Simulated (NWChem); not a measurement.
System: SnNH₂F₃; SMILES [NH2][Sn]([F])([F])[F]

Here is an NWChem input.

```
start job
memory heap 200 mb stack 900 mb global 1100 mb
geometry units angstroms noautoz
  N     -0.425709    -1.954008    -0.426407
  Sn    -0.004880    -0.001317    -0.014146
  F      0.127426     1.094694    -1.604496
  F      1.714343     0.165680     0.874004
  F     -1.369387     0.872523     1.061076
  H     -1.373074    -2.157042    -0.070291
  H      0.225591    -2.532782     0.127455
end
basis spherical
  * library def2-svp
end
ecp
  Sn library def2-ecp
end
dft
  xc xpbe96 cpbe96
  grid xfine
  iterations 150
  mulliken
end
task dft gradient
```

Parts of the log:

```
             Northwest Computational Chemistry Package (NWChem) 7.3.0
             --------------------------------------------------------

 C1  symmetry detected

                             Geometry "geometry" -> ""
                             -------------------------

 Output coordinates in angstroms (scale by  1.889725989 to convert to a.u.)

  No.       Tag          Charge          X              Y              Z
 ---- ---------------- ---------- -------------- -------------- --------------
    1 N                    7.0000    -0.59034427    -1.85962403    -0.63367340
    2 Sn                  50.0000    -0.00410332    -0.00910044    -0.00762043
    3 F                    9.0000     0.32093898     1.21546211    -1.47143468
    4 F                    9.0000     1.67226179    -0.10537682     0.96857474
    5 F                    9.0000    -1.33338721     0.89245750     1.08863487
    6 H                    1.0000    -1.57098459    -1.99781952    -0.34248889
    7 H                    1.0000    -0.02976132    -2.55267513    -0.11275010

 Effective nuclear repulsion energy (a.u.)     566.5529316590

 Summary of "ao basis" -> "ao basis" (spherical)
 ------------------------------------------------------------------------------
       Tag                 Description            Shells   Functions and Types
 ---------------- ------------------------------  ------  ---------------------
 N                          def2-svp                 6       14   3s2p1d
 Sn                         def2-svp                10       26   4s4p2d
 F                          def2-svp                 6       14   3s2p1d
 H                          def2-svp                 3        5   2s1p

            General Information
            -------------------
          SCF calculation type: DFT
          Wavefunction type:  closed shell.
          No. of atoms     :     7
          No. of electrons :    58
           Alpha electrons :    29
            Beta electrons :    29
          Charge           :     0
          Spin multiplicity:     1
          Use of symmetry is: off; symmetry adaption is: off
          Maximum number of iterations: 150
          AO basis - number of functions:    92
                     number of shells:    40
          Convergence on energy requested:  1.00D-06
          Convergence on density requested:  1.00D-05
          Convergence on gradient requested:  5.00D-04

              XC Information
              --------------
          PerdewBurkeErnzerhof Exchange Functional  1.000
            Perdew 1991 LDA Correlation Functional  1.000 local
           PerdewBurkeErnz. Correlation Functional  1.000 non-local

             Grid Information
             ----------------
          Grid used for XC integration:  xfine
          Radial quadrature: Mura-Knowles
          Angular quadrature: Lebedev.
          Tag              B.-S. Rad. Rad. Pts. Rad. Cut. Ang. Pts.
          ---              ---------- --------- --------- ---------
          N                   0.65      100           8.0      1454
          Sn                  1.45      205          10.0      1454
          F                   0.50      100          11.0      1454
          H                   0.35      100          10.0      1202
          Grid pruning is: on
          Number of quadrature shells:   805
          Spatial weights used:  Erf1

      Superposition of Atomic Density Guess
      -------------------------------------

 Sum of atomic energies:        -602.21601672

      Non-variational initial energy
      ------------------------------

 Total energy =    -566.735561
 1-e energy   =   -1462.195205
 2-e energy   =     597.495109
 HOMO         =      -0.374831
 LUMO         =      -0.113958

     ---------------------------------------------
      Total Density - Mulliken Population Analysis
     ---------------------------------------------

    Atom       Charge   Shell Charges
 -----------   ------   -------------------------------------------------------
    1 N    7     7.67   1.99  1.05  0.52  2.38  1.73  0.01
    2 Sn  22    19.71   1.60  0.41  0.66  0.14  3.27  2.72  0.55  0.19  9.79  0.38
    3 F    9     9.70   1.99  1.15  0.81  3.52  2.22  0.00
    4 F    9     9.70   1.99  1.15  0.81  3.52  2.22  0.00
    5 F    9     9.70   1.99  1.15  0.81  3.52  2.22  0.00
    6 H    1     0.76   0.59  0.12  0.04
    7 H    1     0.76   0.59  0.12  0.04

[...]

                         DFT ENERGY GRADIENTS

    atom               coordinates                        gradient
                 x          y          z           x          y          z
   1 N      -1.115589  -3.514180  -1.197469    0.000154   0.000262  -0.000004
   2 Sn     -0.007754  -0.017197  -0.014401   -0.000087  -0.000220  -0.000001
   3 F       0.606487   2.296890  -2.780608   -0.000032  -0.000026   0.000028
   4 F       3.160117  -0.199133   1.830341   -0.000095  -0.000038  -0.000073
   5 F      -2.519736   1.686500   2.057222    0.000074  -0.000080  -0.000060
   6 H      -2.968730  -3.775331  -0.647210   -0.000071   0.000083   0.000007
   7 H      -0.056241  -4.823857  -0.213067    0.000056   0.000017   0.000103
```

Level: PBE/def2-SVP with def2 effective core potentials on Sn. Coordinates come from a PBE-D3(BJ)/def2-SVP optimisation. def2 effective core potentials on Sn; no spin-orbit coupling.
